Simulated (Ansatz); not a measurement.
Relaxation of AlClF2H4 (8 atoms, charge 0, multiplicity 1), to a largest force component of 0.03 eV/Å in at most 50 steps.

The calculation used RKS revPBE-D4/def2-SVP in Ansatz 0.2.0.

```xyz
8
Properties=species:S:1:pos:R:3
Al -0.897 -0.486 -1.457
Cl 0.971 0.689 -1.581
H -0.729 -2.052 -1.654
H -2.233 0.369 -1.394
H 0.017 -0.174 1.883
F -0.695 -0.681 1.597
H 1.818 1.209 0.847
F 1.749 1.125 1.760
```

**Question.** Where does it end, and by what steps?

**Answer.** The run converged. After 11 steps the energy has fallen by 1.055 eV; F8 moved furthest, 0.62 Å. Joined: Al1–F6.

```csv
step,energy less start (eV),largest force component (eV/Å),accepted
0,0.0000,1.341,yes
1,-0.2599,0.485,yes
2,-0.5382,0.615,yes
3,-0.8365,0.575,yes
4,-0.9080,1.504,yes
5,-1.0231,0.398,yes
6,-0.9750,0.453,no
7,-1.0470,0.190,yes
8,-1.0516,0.212,yes
9,-1.0537,0.191,yes
10,-1.0548,0.053,yes
11,-1.0551,0.015,yes
```

```xyz
8
Properties=species:S:1:pos:R:3
Al -0.780 -0.463 -0.885
Cl 1.119 0.741 -1.218
H -0.580 -1.962 -1.377
H -2.058 0.462 -1.086
H 0.222 0.030 1.401
F -0.568 -0.559 1.026
H 1.400 0.936 0.571
F 1.246 0.814 1.567
```

Whether the end is a true minimum wasn't checked by a vibrational analysis.

Time of the run: 13 s on 2 threads of AMD EPYC 7B13 (Zen 3), with other jobs on the host, peak memory 0.14 GiB.
